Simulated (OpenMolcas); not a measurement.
Pd4+: moving or changing the point charges

Pd4+ among 6 point charges of -1.5 e arranged as a trigonal prism (D3h), 2.03 Å from the ion, with a polar angle of 57.9° against the regular 49.1°.

- Program: OpenMolcas
- Method: CASSCF
- Basis: ANO-RCC-VDZP [6s5p3d1f]
- Scalar Hamiltonian: DKH2, point nucleus
- Active space: 6 electrons in 5 orbitals (4d)
- State averaging: 2S+1 = 5 even, 5 roots; 2S+1 = 3 even, 45 roots; 2S+1 = 1 even, 50 roots
- Spin-orbit coupling: RASSI with atomic mean-field integrals over the reference wave functions

Runs around this geometry, states (labels of D3, the rotations of D3h). Energies in cm-1 above the lowest state or level, χT in cm3 K/mol.

```csv
R (Å),q (e),Polar angle / regular,Ground state,First state of that spin,First gap with spin-orbit (degeneracies),χT at 300 K,First state of another spin
2.03,-1.2,1.18,5A1,5E 2707,"121.5 (1, 2)",4.645,3E 21999
1.92,-1.5,1.18,5A1,5E 4367,"124.9 (1, 2)",4.200,3A2 22178
2.03,-1.5,1.18,5A1,5E 3410,"125.7 (1, 2)",4.432,3E 22125
2.23,-1.5,1.18,5A1,5E 2244,"116.6 (1, 2)",4.797,3E 21948
2.03,-1.5,1.27,5A1,5E 3746,"132.5 (1, 2)",4.291,3E 22519
```

Taking the first state of the same spin as R^-n, n = -ln(2244 / 4367) / ln(2.23 / 1.92) = 4.4 between the shortest and longest distance.

Scaling the charges by -1.2 / -1.5 = 0.80 scales the first state of the same spin by 2707 / 3410 = 0.79; with fixed orbitals a first-order splitting would follow the charge.

Without dynamic correlation the repulsion within the d shell is too large (B by tens of per cent), so at a given field states of lower spin stand too high. Point charges give a weaker field than real ligands, and real ions of this kind are as a rule low spin; the high spin found here belongs to the model. The ground term spreads over less than 5000 cm-1, several times less than with real ligands, so orbital moments are less quenched and χT lies further from the spin-only value than at real sites (holds for R = 2.03, q = -1.2, ratio = 1.18; R = 1.92, q = -1.5, ratio = 1.18; R = 2.03, q = -1.5, ratio = 1.18; R = 2.23, q = -1.5, ratio = 1.18). Point charges carry no covalency, so the field is a model and not that of real ligands. No measured value stands beside these numbers.
